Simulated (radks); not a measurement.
All-electron atom: Ge19+ in [Ne] 3s2 3p1. Calculated with a radial shooting solver on a logarithmic mesh with Libxc functionals: non-relativistic Kohn-Sham, LDA (Slater exchange, Perdew-Wang correlation), spin-polarised, spherical densities, point nucleus; open shells are filled with parallel spins first.

Normalised radial functions P(r) = r R(r), r in bohr:

| r | 3p down |
|---|---|
| 0.003821 | 0.0065 |
| 0.004781 | 0.0100 |
| 0.005934 | 0.0152 |
| 0.007423 | 0.0232 |
| 0.009287 | 0.0352 |
| 0.01153 | 0.0523 |
| 0.01442 | 0.0782 |
| 0.01804 | 0.1155 |
| 0.02257 | 0.1681 |
| 0.02801 | 0.2373 |
| 0.03505 | 0.3317 |
| 0.04384 | 0.4503 |
| 0.05441 | 0.5838 |
| 0.06808 | 0.7288 |
| 0.08517 | 0.8535 |
| 0.1066 | 0.9138 |
| 0.1322 | 0.8578 |
| 0.1654 | 0.6279 |
| 0.207 | 0.1985 |
| 0.2569 | -0.3664 |
| 0.3214 | -0.9821 |
| 0.4021 | -1.4334 |
| 0.503 | -1.5449 |
| 0.6243 | -1.2976 |
| 0.781 | -0.8269 |
| 0.9771 | -0.3843 |
| 1.213 | -0.1284 |
| 1.517 | -0.0262 |

3p down (empty): eigenvalue -716.19 eV, 1 radial node at r = 0.224 bohr, <r> = 0.516 bohr, 90 % of the charge inside 0.763 bohr.
